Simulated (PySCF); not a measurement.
Calculation: B3LYP-D3(BJ)/def2-TZVP (PySCF 2.14.0). Isolated molecules, 0 K electronic values unless said otherwise. One relaxed conformer stands for a flexible species; it need not be the lowest. B3LYP has the VWN-RPA correlation part, as in Gaussian. 

Reference species (SMILES): `C=C1CO1` (neutral, multiplicity 1).

```yaml
HOMO–LUMO gap: 7.25 eV
HOMO: -6.81 eV
```

Changed species: `C#CCO`.

Q: Give the shifts of the HOMO–LUMO gap and HOMO.

A: the HOMO–LUMO gap rises by 0.47 eV, to 7.72 eV; the HOMO falls by 0.88 eV, to -7.69 eV.
